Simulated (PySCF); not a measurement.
## `InChI=1S/C5H4ClF/c1-2-5(3-6)4-7/h1,4H,3H2/b5-4+`

Molfile (atoms numbered from 1):
```
C5H4ClF
     RDKit          3D

 11 10  0  0  0  0  0  0  0  0999 V2000
    2.2860   -0.8000   -0.3871 C   0  0  0  0  0  0  0  0  0  0  0  0
    1.1998   -0.3154   -0.2248 C   0  0  0  0  0  0  0  0  0  0  0  0
   -0.0813    0.2495   -0.0222 C   0  0  0  0  0  0  0  0  0  0  0  0
   -0.2508    1.5561    0.1837 C   0  0  0  0  0  0  0  0  0  0  0  0
    0.7710    2.4176    0.1997 F   0  0  0  0  0  0  0  0  0  0  0  0
   -1.2412   -0.7049   -0.0506 C   0  0  0  0  0  0  0  0  0  0  0  0
   -2.3833   -0.4017    1.2940 Cl  0  0  0  0  0  0  0  0  0  0  0  0
    3.2380   -1.2171   -0.5279 H   0  0  0  0  0  0  0  0  0  0  0  0
   -1.2019    2.0355    0.3610 H   0  0  0  0  0  0  0  0  0  0  0  0
   -0.8898   -1.7317    0.0524 H   0  0  0  0  0  0  0  0  0  0  0  0
   -1.8138   -0.6041   -0.9745 H   0  0  0  0  0  0  0  0  0  0  0  0
  1  2  3  0
  2  3  1  0
  3  4  2  0
  4  5  1  0
  3  6  1  0
  6  7  1  0
  1  8  1  0
  4  9  1  0
  6 10  1  0
  6 11  1  0
M  END
```

Computed with GIAO KT3/pcSseg-1 magnetisability, rotational g tensor and spin-rotation constants, non-relativistic, gas phase (PySCF 2.14.0). Geometry: GFN2-xTB, dihedral held. The dihedral C2–C3–C6–Cl7 is held at 135°.

Problem. Give the nuclear spin-rotation constants along the inertial axes (H = +C I·J) beside the isotropic shieldings.

Solution. Rotational constants 3.1676, 1.3617, 0.9986 GHz. A star marks the isotopologue with that one atom substituted, in its own axes.
```tsv
atom	isotope	Caa (kHz)	Cbb (kHz)	Ccc (kHz)	mean (kHz)	σ (ppm)
F5	19F	4.904	2.499	0.335	2.579	256.2
Cl7	35Cl	0.347	0.361	0.257	0.322	792.6
H8	1H	-0.070	-0.071	-0.107	-0.083	28.4
H9	1H	0.026	-0.002	-0.100	-0.025	24.1
H10	1H	-0.335	0.062	-0.097	-0.123	27.8
H11	1H	-0.309	-0.129	0.045	-0.131	27.2
C1	13C*	0.638	0.327	0.303	0.423	97.8
C2	13C*	0.464	0.295	0.328	0.362	110.9
C3	13C*	1.194	0.372	0.170	0.579	82.9
C4	13C*	1.555	0.464	0.269	0.763	19.8
C6	13C*	0.558	0.266	0.199	0.341	136.2
```
For the geometry as given, no vibrational averaging.
